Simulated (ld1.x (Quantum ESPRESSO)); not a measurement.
# Before and after: TM potential for N (Z = 7)

N (Z = 7), norm-conserving Troullier–Martins (Kleinman–Bylander form), made with ld1.x (Quantum ESPRESSO) 7.5 (revPBE, scalar-relativistic). Core [He], reference 2s2 2p1 (charge +2). Waves: 2s (bound): rc 0.65 bohr; 2p (bound): rc 1.55 bohr; 3d channel at 0.05 Ry: rc 1.45 bohr. Local part: the d channel. Core correction: Bessel-smoothed model core inside 0.45 bohr.

Change: all radii but the core radius scaled by about 1.38 (s 0.90, p 2.14, d 2.00 bohr).

Cutoffs: the cutoffs (Ry, on a coarse ladder) from which the occupation-weighted sum of valence levels, in a spherical-Bessel basis at the reference potential, stays within 10 and 1 mRy of its value at 400 Ry; they do not see the model core or the augmentation charge, which bear on the density cutoff. Errors are all-electron minus pseudo energies relative to the spin-unpolarised reference configuration.

Predict the effect on cutoff, ghosts and configuration errors.

Of the 7 tests that both files solve, the error grows in 7 and shrinks in 0 by more than 15 % and 0.3 meV (median size 135.1 → 473.6 meV); neither file shows a bound ghost. More of the atom is replaced by a form fitted at one configuration, so other configurations suffer.

```tsv
quantity	base	changed
cutoff, loose	180 Ry	60 Ry
cutoff, tight	over 300 Ry	140 Ry
loose cutoff by channel (10 mRy a level)	s 160 Ry, p 45 Ry	s 50 Ry, p 30 Ry
bound ghosts	none	none
error for 2s2 2p3, meV [ΔE -42.32 eV]	+127	+449
error for 2s2 2p2, meV [ΔE -28.79 eV]	+61	+201
error for 2s2 2p0, meV [ΔE 46.97 eV]	+170	+474
error for 2s0 2p5, meV [ΔE -19.12 eV]	+316	+1007
error for 2s2 2p3.3, meV [ΔE -43.92 eV]	+135	+487
error for 2s2 2p2.5, meV [ΔE -37.25 eV]	+100	+344
error for 2s1 2p4, meV [ΔE -30.73 eV]	+214	+733
```
